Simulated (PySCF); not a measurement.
Coordinates in bohr (charge 0 multiplicity 1):
```
Te   -0.0329    0.3574    0.0000
O    -0.0004   -3.0488    0.0000
H     2.1693    1.1480   -2.2002
H     2.1693    1.1480    2.2002
```

Computed with PySCF, PBE0, basis Te def2-TZVP with ECP28, O def2-TZVP, H def2-TZVP (scalar-relativistic core potentials, no spin–orbit coupling, density fitting).

This geometry of H₂TeO is a stationary point at this level.

Q: What is the point group?

A: Cs.

Q: Is it a minimum?

A: Yes: all harmonic wavenumbers are real.

Q: Which band is strongest in the infrared?

A: 1967 cm⁻¹ (a'), 143 km/mol.

Q: What are the dipole moment and the gap between the highest occupied and lowest empty levels?

A: 4.18 D and 6.13 eV.

This need not be the most stable arrangement of these atoms.
